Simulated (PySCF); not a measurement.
PySCF input (PBE0/def2-SVPD):

```python
import numpy as np, basis_set_exchange as bse
from pyscf import gto, scf, dft, df, tdscf

basis = {'Al': gto.basis.parse(bse.get_basis('def2-SVPD', elements=['Al'], fmt='nwchem')), 'Cl': gto.basis.parse(bse.get_basis('def2-SVPD', elements=['Cl'], fmt='nwchem'))}
mol = gto.M(
    atom='''
    Al   -0.00000000   -0.00000000   -1.22411171
    Cl    0.00000000    0.00000000    0.93608542
    ''',
    basis=basis,
    charge=0,
    verbose=4,
    max_memory=1839,
)
mf = dft.RKS(mol, xc='pbe0')
mf.grids.level = 3
mf = mf.density_fit(auxbasis=df.autoaux(mol))
mf.conv_tol = 1e-9
mf.max_cycle = 100
print('smallest overlap eigenvalue', np.linalg.eigvalsh(mol.intor('int1e_ovlp'))[0])
mf.kernel()
dip = mf.dip_moment()
td = tdscf.TDA(mf)
td.nstates = 4
td.kernel()
td.analyze()
osc = td.oscillator_strength()
```

Output:

```
PySCF version 2.14.0

[INPUT] verbose = 4
[INPUT] num. atoms = 2
[INPUT] num. electrons = 30
[INPUT] charge = 0
[INPUT] spin (= nelec alpha-beta = 2S) = 0
[INPUT] symmetry False subgroup None
[INPUT] Mole.unit = angstrom
[INPUT] Symbol           X                Y                Z      unit          X                Y                Z       unit  Magmom
[INPUT]  1 Al     0.000000000000   0.000000000000  -1.224111710000 AA    0.000000000000   0.000000000000  -2.313235877773 Bohr   0.0
[INPUT]  2 Cl     0.000000000000   0.000000000000   0.936085420000 AA    0.000000000000   0.000000000000   1.768945072998 Bohr   0.0

nuclear repulsion = 54.1377275199509
number of shells = 21
number of NR pGTOs = 87
number of NR cGTOs = 51
basis = {'Al': [[0, [5887.572703, 0.0013483347987], [885.61225996, 0.010071576809], [201.13604899, 0.045132454056], [56.284974674, 0.11461268043], [17.229551243, 0.10159608943]], [0, [29.340249922, 0.069347454208], [3.043963042, -0.42528117679], [1.1285539518, -0.4144983221]], [0, [0.1423417516, 1.0]], [0, [0.054400192313, 1.0]], [0, [0.032535359511, 1.0]], [1, [145.11918809, 0.0063963373134], [33.717894833, 0.044189359965], [10.369863083, 0.15581575993], [3.5135616036, 0.28635286951], [1.1980050273, 0.22921423248]], [1, [0.26583005913, 1.0]], [1, [0.071003361994, 1.0]], [2, [0.3, 1.0]], [2, [0.053071685831, 1.0]]], 'Cl': [[0, [10449.827566, 0.0019708362484], [1571.7365221, 0.014754727977], [357.12065523, 0.066679112875], [100.25185935, 0.17228924084], [30.812727554, 0.158837861]], [0, [51.923789434, -0.10009298909], [5.7045760975, 0.60841752753], [2.3508376809, 0.54352153355]], [0, [0.44605124672, 1.0]], [0, [0.1684885619, 1.0]], [0, [0.055344229413, 1.0]], [1, [307.66790569, -0.0087801484118], [72.102015515, -0.063563355471], [22.532680262, -0.24016428276], [7.8991765444, -0.47798866557], [2.8767268321, -0.38515850005]], [1, [0.77459363955, 1.0]], [1, [0.21037699698, 1.0]], [1, [0.050046271086, 1.0]], [2, [0.65, 1.0]], [2, [0.1228480339, 1.0]]]}
ecp = {}
ETB for Al: l = 0, exps = 0.065070719022 * 1.8^n , n = 0..18
ETB for Al: l = 1, exps = 0.10353872150499999 * 1.8^n , n = 0..14
ETB for Al: l = 2, exps = 0.085607045342 * 1.8^n , n = 0..14
ETB for Al: l = 3, exps = 0.106143371662 * 2.2^n , n = 0..5
ETB for Cl: l = 0, exps = 0.100092542172 * 1.8^n , n = 0..18
ETB for Cl: l = 1, exps = 0.100092542172 * 1.8^n , n = 0..15
ETB for Cl: l = 2, exps = 0.100092542172 * 1.8^n , n = 0..14
ETB for Cl: l = 3, exps = 0.172894304986 * 2.2^n , n = 0..5
smallest overlap eigenvalue 0.0033068362205726913

******** <class 'pyscf.df.df_jk.DFRKS'> ********
method = DFRKS
initial guess = minao
damping factor = 0
level_shift factor = 0
DIIS = <class 'pyscf.scf.diis.CDIIS'>
diis_start_cycle = 1
diis_space = 8
diis_damp = 0
SCF conv_tol = 1e-09
SCF conv_tol_grad = None
SCF max_cycles = 100
direct_scf = False
XC library pyscf.dft.libxc version 7.1.2
    S. Lehtola, C. Steigemann, M. J. T. Oliveira, and M. A. L. Marques,  SoftwareX 7, 1–5 (2018)
XC functionals = pbe0
    C. Adamo and V. Barone,  J. Chem. Phys. 110, 6158 (1999)
    M. Ernzerhof and G. E. Scuseria,  J. Chem. Phys. 110, 5029 (1999)
radial grids:
    Treutler-Ahlrichs [JCP 102, 346 (1995); DOI:10.1063/1.469408] (M4) radial grids

becke partition: Becke, JCP 88, 2547 (1988); DOI:10.1063/1.454033
pruning grids: <function nwchem_prune>
grids dens level: 3
symmetrized grids: False
atomic radii adjust function: <function treutler_atomic_radii_adjust>
small_rho_cutoff = 0
Set gradient conv threshold to 3.16228e-05
Initial guess from minao.
tot grids = 38064
******** <class 'pyscf.df.df.DF'> ********
auxbasis = {'Al': [[0, [np.float64(2560.2990643925737), 1]], [0, [np.float64(1422.3883691069855), 1]], [0, [np.float64(790.2157606149918), 1]], [0, [np.float64(439.0087558972177), 1]], [0, [np.float64(243.89375327623208), 1]], [0, [np.float64(135.4965295979067), 1]], [0, [np.float64(75.27584977661483), 1]], [0, [np.float64(41.81991654256379), 1]], [0, [np.float64(23.233286968090997), 1]], [0, [np.float64(12.907381648939442), 1]], [0, [np.float64(7.170767582744134), 1]], [0, [np.float64(3.9837597681911854), 1]], [0, [np.float64(2.213199871217325), 1]], [0, [np.float64(1.229555484009625), 1]], [0, [np.float64(0.6830863800053472), 1]], [0, [np.float64(0.37949243333630406), 1]], [0, [np.float64(0.21082912963128), 1]], [0, [np.float64(0.1171272942396), 1]], [0, [np.float64(0.065070719022), 1]], [1, [np.float64(388.07696882432293), 1]], [1, [np.float64(215.59831601351272), 1]], [1, [np.float64(119.7768422297293), 1]], [1, [np.float64(66.54269012762738), 1]], [1, [np.float64(36.96816118201521), 1]], [1, [np.float64(20.537867323341782), 1]], [1, [np.float64(11.409926290745435), 1]], [1, [np.float64(6.338847939303019), 1]], [1, [np.float64(3.521582188501677), 1]], [1, [np.float64(1.9564345491675983), 1]], [1, [np.float64(1.086908082870888), 1]], [1, [np.float64(0.60383782381716), 1]], [1, [np.float64(0.33546545767619995), 1]], [1, [np.float64(0.18636969870899997), 1]], [1, [np.float64(0.10353872150499999), 1]], [2, [np.float64(320.86664953386935), 1]], [2, [np.float64(178.25924974103853), 1]], [2, [np.float64(99.03291652279918), 1]], [2, [np.float64(55.01828695711065), 1]], [2, [np.float64(30.565714976172586), 1]], [2, [np.float64(16.980952764540326), 1]], [2, [np.float64(9.433862646966848), 1]], [2, [np.float64(5.241034803870471), 1]], [2, [np.float64(2.911686002150261), 1]], [2, [np.float64(1.6176033345279228), 1]], [2, [np.float64(0.8986685191821793), 1]], [2, [np.float64(0.49926028843454406), 1]], [2, [np.float64(0.27736682690808), 1]], [2, [np.float64(0.15409268161560002), 1]], [2, [np.float64(0.085607045342), 1]], [3, [np.float64(5.470238767851765), 1]], [3, [np.float64(2.486472167205348), 1]], [3, [np.float64(1.1302146214569764), 1]], [3, [np.float64(0.51373391884408), 1]], [3, [np.float64(0.23351541765640002), 1]], [3, [np.float64(0.106143371662), 1]]], 'Cl': [[0, [np.float64(3938.2820095933416), 1]], [0, [np.float64(2187.934449774079), 1]], [0, [np.float64(1215.519138763377), 1]], [0, [np.float64(675.2884104240984), 1]], [0, [np.float64(375.160228013388), 1]], [0, [np.float64(208.42234889632664), 1]], [0, [np.float64(115.79019383129258), 1]], [0, [np.float64(64.3278854618292), 1]], [0, [np.float64(35.73771414546067), 1]], [0, [np.float64(19.854285636367038), 1]], [0, [np.float64(11.030158686870577), 1]], [0, [np.float64(6.12786593715032), 1]], [0, [np.float64(3.404369965083511), 1]], [0, [np.float64(1.8913166472686174), 1]], [0, [np.float64(1.0507314707047872), 1]], [0, [np.float64(0.5837397059471041), 1]], [0, [np.float64(0.32429983663728), 1]], [0, [np.float64(0.1801665759096), 1]], [0, [np.float64(0.100092542172), 1]], [1, [np.float64(675.2884104240984), 1]], [1, [np.float64(375.160228013388), 1]], [1, [np.float64(208.42234889632664), 1]], [1, [np.float64(115.79019383129258), 1]], [1, [np.float64(64.3278854618292), 1]], [1, [np.float64(35.73771414546067), 1]], [1, [np.float64(19.854285636367038), 1]], [1, [np.float64(11.030158686870577), 1]], [1, [np.float64(6.12786593715032), 1]], [1, [np.float64(3.404369965083511), 1]], [1, [np.float64(1.8913166472686174), 1]], [1, [np.float64(1.0507314707047872), 1]], [1, [np.float64(0.5837397059471041), 1]], [1, [np.float64(0.32429983663728), 1]], [1, [np.float64(0.1801665759096), 1]], [1, [np.float64(0.100092542172), 1]], [2, [np.float64(375.160228013388), 1]], [2, [np.float64(208.42234889632664), 1]], [2, [np.float64(115.79019383129258), 1]], [2, [np.float64(64.3278854618292), 1]], [2, [np.float64(35.73771414546067), 1]], [2, [np.float64(19.854285636367038), 1]], [2, [np.float64(11.030158686870577), 1]], [2, [np.float64(6.12786593715032), 1]], [2, [np.float64(3.404369965083511), 1]], [2, [np.float64(1.8913166472686174), 1]], [2, [np.float64(1.0507314707047872), 1]], [2, [np.float64(0.5837397059471041), 1]], [2, [np.float64(0.32429983663728), 1]], [2, [np.float64(0.1801665759096), 1]], [2, [np.float64(0.100092542172), 1]], [3, [np.float64(8.910336227936094), 1]], [3, [np.float64(4.050152830880043), 1]], [3, [np.float64(1.8409785594909285), 1]], [3, [np.float64(0.8368084361322401), 1]], [3, [np.float64(0.38036747096920004), 1]], [3, [np.float64(0.172894304986), 1]]]}
init E= -702.150110466052
  HOMO = -0.240246010368287  LUMO = -0.0631591938647482  gap/eV = 4.81878
cycle= 1 E= -702.174961714405  delta_E= -0.0249  |g|= 0.262  |ddm|= 1.23
  HOMO = -0.260210930472627  LUMO = -0.0767115777950931  gap/eV = 4.99327
cycle= 2 E= -702.155551381208  delta_E= 0.0194  |g|= 0.372  |ddm|= 0.953
  HOMO = -0.26186100585418  LUMO = -0.0647439659890581  gap/eV = 5.36383
cycle= 3 E= -702.201473036657  delta_E= -0.0459  |g|= 0.00985  |ddm|= 0.477
  HOMO = -0.260664925283819  LUMO = -0.0634749745921811  gap/eV = 5.36581
cycle= 4 E= -702.201497797189  delta_E= -2.48e-05  |g|= 0.00528  |ddm|= 0.0207
  HOMO = -0.260200944923018  LUMO = -0.0629549189123791  gap/eV = 5.36734
cycle= 5 E= -702.201506600797  delta_E= -8.8e-06  |g|= 0.000842  |ddm|= 0.00851
  HOMO = -0.260376173186862  LUMO = -0.0631066957389684  gap/eV = 5.36798
cycle= 6 E= -702.201506839613  delta_E= -2.39e-07  |g|= 0.00012  |ddm|= 0.00194
  HOMO = -0.260373368777291  LUMO = -0.0631106161434883  gap/eV = 5.36779
cycle= 7 E= -702.201506844278  delta_E= -4.67e-09  |g|= 1.4e-05  |ddm|= 0.000221
  HOMO = -0.260375092040798  LUMO = -0.063112591502402  gap/eV = 5.36779
cycle= 8 E= -702.201506844358  delta_E= -7.97e-11  |g|= 7.68e-07  |ddm|= 3.59e-05
  HOMO = -0.260374704695651  LUMO = -0.0631122686623896  gap/eV = 5.36778
Extra cycle  E= -702.201506844359  delta_E= -1.14e-12  |g|= 9.6e-07  |ddm|= 3.38e-06
converged SCF energy = -702.201506844359
Dipole moment(X, Y, Z, Debye): -0.00000, -0.00000, -1.70426

******** <class 'pyscf.tdscf.rks.TDA'> for <class 'pyscf.df.df_jk.DFRKS'> ********
nstates = 4 singlet
deg_eia_thresh = 1.000e-03
wfnsym = None
conv_tol = 1e-05
eigh lindep = 1e-12
eigh level_shift = 0
eigh max_cycle = 100
chkfile = tmp_6tthydx

Excitation energies (eV)
[4.92830385 4.92830385 6.14633537 6.19896746]

** Singlet excitation energies and oscillator strengths **
Excited State   1:      4.92830 eV    251.58 nm  f=0.2588
      15 -> 16        0.50101
      15 -> 17        0.47689
Excited State   2:      4.92830 eV    251.58 nm  f=0.2588
      15 -> 16        0.47689
      15 -> 17       -0.50101
Excited State   3:      6.14634 eV    201.72 nm  f=0.0000
      13 -> 16       -0.46896
      13 -> 17       -0.16962
      14 -> 16       -0.16962
      14 -> 17        0.46896
Excited State   4:      6.19897 eV    200.01 nm  f=0.0000
      13 -> 16       -0.48077
      13 -> 17       -0.13323
      14 -> 16        0.13323
      14 -> 17       -0.48077

** Transition electric dipole moments (AU) **
state          X           Y           Z        Dip. S.      Osc.
  1         0.6395      1.3170      0.0000      2.1435      0.2588
  2        -1.3170      0.6395     -0.0000      2.1435      0.2588
  3         0.0000     -0.0000     -0.0000      0.0000      0.0000
  4         0.0000      0.0000     -0.0000      0.0000      0.0000

** Transition velocity dipole moments (imaginary part, AU) **
state          X           Y           Z        Dip. S.      Osc.
  1         0.0535      0.1102      0.0000      0.0150      0.0553
  2        -0.1102      0.0535     -0.0000      0.0150      0.0553
  3        -0.0000     -0.0000     -0.0000      0.0000      0.0000
  4         0.0000      0.0000     -0.0000      0.0000      0.0000

** Transition magnetic dipole moments (imaginary part, AU) **
state          X           Y           Z
  1        -1.3924      0.6761     -0.0000
  2        -0.6761     -1.3924     -0.0000
  3         0.0000     -0.0000     -0.0000
  4         0.0000      0.0000     -0.0000
```
